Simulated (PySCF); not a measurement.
# Fractional electron number in Be²⁺ (beryllium, charge +2)

The 1s beta orbital of 1s2 is emptied in steps (occupation f), with all orbitals relaxed, ending at 1s1. Calculation: PySCF 2.14, in def2-TZVPPD (5s4p1d, 22 functions); no relativity, point nucleus. The exact energy is a straight line in f; departures are measured from the line between the end points of the same method.

| f | UHF (eV) |
| --- | --- |
| 1 | 0.000 |
| 0.75 | 0.260 |
| 0.5 | 0.338 |
| 0.25 | 0.248 |
| 0 | 0.000 |

| method | E(f=0) − E(f=1) (eV) | −ε at f=1 (eV) | −ε at f=0.5 (eV) |
| --- | --- | --- | --- |
| UHF | 152.79 | 154.21 | 152.76 |

Orbital energy along the path (eV):

| f | UHF |
| --- | --- |
| 1 | -154.21 |
| 0.75 | -153.46 |
| 0.5 | -152.76 |
| 0.25 | -152.11 |
| 0 | -151.50 |

Reference removal energy between the ground levels: 153.90 eV (theoretical estimate listed by NIST; NIST Atomic Spectra Database, ionization energies). UHF lacks correlation.
